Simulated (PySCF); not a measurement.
Bonds: C1-C2, C2-O3, C2-Si4, Si4-C5, C5-C6, C5-C7, C5-C8, C8-N9. C1 carries H10, H11, H12; Si4 carries H13, H14; C6 carries H15, H16, H17; C7 carries H18, H19, H20; C8 carries H21; N9 carries H22.

- GIAO PBE0/pcSseg-1 shieldings
- GFN2-xTB structure
- code: PySCF 2.14.0 with density-fitted response routines
- single conformer, no relativistic terms, no solvent, one averaged value for each set of equivalent atoms

Scale: 13C (σ = 186.93 ppm) against TMS (reference shieldings calculated alike).

Problem. Do the 13C shifts follow the atomic charges (in e)? Tabulate both.

Solution. 
```
atoms  hybridisation  δ (ppm)  σ para (ppm)  Hirshfeld    IAO  Mulliken  ESP-fitted
   C2              –    244.2          -313      +0.08  +0.17     -0.02       +0.59
   C8              –    191.0          -259      +0.07  +0.08     +0.24       +0.19
   C5              –     42.4          -109      -0.06  -0.23     -0.79       +0.42
   C1              –     40.8          -106      -0.13  -0.47     -0.25       -0.51
C6/C7              –     22.5           -83      -0.12  -0.42     -0.16       -0.54
```

Correlation coefficients of δ with charge over these carbons: Hirshfeld +0.96, IAO +0.95, Mulliken +0.64, ESP-fitted +0.69; with the paramagnetic shielding -1.00. With so few points these coefficients are fragile. Charge is one influence among several: hybridisation and low-lying excitations act through the paramagnetic term.

Shifts are as computed. Against solution values, carbons near 30 ppm lie about +3 ppm off and those near 130 ppm about +5 ppm. Of 1211 compounds with measured shifts, 218 miss one by over three times the rms of a fit or turn the order of signals round; such compounds aren't used in these exercises.
